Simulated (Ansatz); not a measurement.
C4H14OSi2, charge +1, doublet, geometry from GFN2-xTB (a state made from the parent by changing its charge; the spin is typed, not shown lowest). Base run: Ansatz (an electronic-structure program) with SVWN5/STO-3G.

The Ansatz input:
Ansatz 0.2 input:
```yaml
crystal:
  periodic: [false, false, false]
  atoms:
    - {symbol: C, position_ang: [2.31256238, 1.47377799, -0.10560555]}
    - {symbol: Si, position_ang: [1.60171253, -0.19645022, 0.53165561]}
    - {symbol: C, position_ang: [2.17516150, -1.47891052, -0.78269725]}
    - {symbol: O, position_ang: [-0.01612077, -0.09005236, 0.39597527]}
    - {symbol: Si, position_ang: [-1.64122099, -0.02424832, 0.43879276]}
    - {symbol: C, position_ang: [-2.13381376, 1.70988349, -0.23292951]}
    - {symbol: C, position_ang: [-2.27121464, -1.24280502, -0.91002121]}
    - {symbol: H, position_ang: [1.98608715, 1.68048117, -1.12014935]}
    - {symbol: H, position_ang: [1.97121535, 2.27051280, 0.54685704]}
    - {symbol: H, position_ang: [3.39576124, 1.43973189, -0.08346275]}
    - {symbol: H, position_ang: [1.90144429, -0.52792171, 1.91632573]}
    - {symbol: H, position_ang: [1.75171238, -2.44651593, -0.53482191]}
    - {symbol: H, position_ang: [3.25646879, -1.55360567, -0.76987583]}
    - {symbol: H, position_ang: [1.85231615, -1.19420255, -1.77935349]}
    - {symbol: H, position_ang: [-2.05286756, -0.31794515, 1.80309225]}
    - {symbol: H, position_ang: [-1.72994077, 1.87780470, -1.22655946]}
    - {symbol: H, position_ang: [-3.21402241, 1.79071575, -0.27273684]}
    - {symbol: H, position_ang: [-1.74786666, 2.46799850, 0.44035947]}
    - {symbol: H, position_ang: [-1.96736964, -2.24903023, -0.64131948]}
    - {symbol: H, position_ang: [-1.86371177, -0.99687902, -1.88576360]}
    - {symbol: H, position_ang: [-3.35331486, -1.20262181, -0.95914992]}
basis:
  gaussian:
    orbitals: STO-3G
hamiltonian:
  xc: {name: SVWN5}
total_charge: 1
magnetization: {spin_polarized: true, initial_magnetization: 1}
```

Each row names what was changed in the base input (with any setting that the change needs).

```json
[
 {"change": "base", "basis functions": "57", "E (Eh)": "-800.81979", "core-seconds (rough)": "6"},
 {"change": "basis = 3-21G", "basis functions": "99", "E (Eh)": "-806.12987", "core-seconds (rough)": "20"},
 {"change": "basis = 6-31G", "basis functions": "99", "E (Eh)": "-810.27785", "core-seconds (rough)": "10"},
 {"change": "basis = def2-SV(P)", "basis functions": "[?]", "E (Eh)": "[?]", "core-seconds (rough)": "20"},
 {"change": "basis = 6-31G*", "basis functions": "141", "E (Eh)": "-810.41771", "core-seconds (rough)": "30"},
 {"change": "basis = 6-31G**", "basis functions": "183", "E (Eh)": "-810.43600", "core-seconds (rough)": "30"},
 {"change": "basis = cc-pV(D+d)Z", "basis functions": "186", "E (Eh)": "-810.44981", "core-seconds (rough)": "40"},
 {"change": "basis = 6-311G**", "basis functions": "228", "E (Eh)": "-810.54757", "core-seconds (rough)": "40"},
 {"change": "basis = def2-SVPD", "basis functions": "263", "E (Eh)": "-810.11456", "core-seconds (rough)": "80"},
 {"change": "basis = 6-311++G**", "basis functions": "270", "E (Eh)": "-810.55013", "core-seconds (rough)": "70"},
 {"change": "basis = 6-311+G(2d,p)", "basis functions": "[?]", "E (Eh)": "[?]", "core-seconds (rough)": "100"},
 {"change": "basis = aug-pcseg-1", "basis functions": "[?]", "E (Eh)": "[?]", "core-seconds (rough)": "100"},
 {"change": "basis = def2-TZVP", "basis functions": "[?]", "E (Eh)": "[?]", "core-seconds (rough)": "80"}
]
```

Task: Fill in the missing entries.

Result: 
- basis = def2-SV(P), basis functions: 134
- basis = def2-SV(P), E (Eh): -810.06197
- basis = 6-311+G(2d,p), basis functions: 289
- basis = 6-311+G(2d,p), E (Eh): -810.56195
- basis = aug-pcseg-1, basis functions: 295
- basis = aug-pcseg-1, E (Eh): -810.40515
- basis = def2-TZVP, basis functions: 313
- basis = def2-TZVP, E (Eh): -810.58453

Totals compare only among sets that treat the same electrons; sets with core potentials leave the core out.
